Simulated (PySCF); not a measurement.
Compound: B2F3H3Si.
Numbering: `[F:1][BH:2][SiH2:3][B:4]([F:5])[F:6]` (hydrogens: H7 on B2; H8, H9 on Si3)

Computed, not measured: PBE0-D3(BJ)/def2-SVP geometry optimisation, gas phase in PySCF 2.14.0.

Some entries are withheld. Bonds in one row agree within 0.01 Å.

```csv
coordinate,value
F1–B2,1.320 Å
B2–Si3,?
Si3–B4,?
"B4–F5, B4–F6",?
B2–H7,1.214 Å
"Si3–H8, Si3–H9",1.496 Å
F1–B2–Si3,120.4°
B2–Si3–B4,?
Si3–B4–F5,?
Si3–B4–F6,?
F5–B4–F6,?
```

Fill in the missing values.

- B2–Si3 = 2.039 Å, drawn single (three-coordinate boron to SiH2 silicon); 0.09 Å above the sum of covalent radii, 1.95 Å.
- Si3–B4 = 2.033 Å, drawn single (SiH2 silicon to three-coordinate boron); 0.08 Å above the sum of covalent radii, 1.95 Å.
- B4–F5, B4–F6 = 1.319 Å, drawn single (three-coordinate boron to boron-bound fluorine); 0.09 Å below the sum of covalent radii, 1.41 Å.
- B2–Si3–B4 = 106.9°, at the SiH2 silicon; the outer atoms are 3.272 Å apart.
- Si3–B4–F5 = 123.1°, at the three-coordinate boron; the outer atoms are 2.967 Å apart.
- Si3–B4–F6 = 120.4°, at the three-coordinate boron; the outer atoms are 2.931 Å apart.
- F5–B4–F6 = 116.5°, at the three-coordinate boron; the outer atoms are 2.243 Å apart.

Radii are Cordero's.

PBE0-D3(BJ)/def2-SVP frequencies: not computed here. One conformer, not necessarily the lowest (F1–B2–Si3–B4 -89°, B2–Si3–B4–F5 101°).

The run took 25 s of wall time on Arm Neoverse V1, one thread, no GPU, shared host with 64 logical CPUs at a one-minute load of 17, and the process peaked at 0.47 GiB of memory. These figures are those of the optimisation.
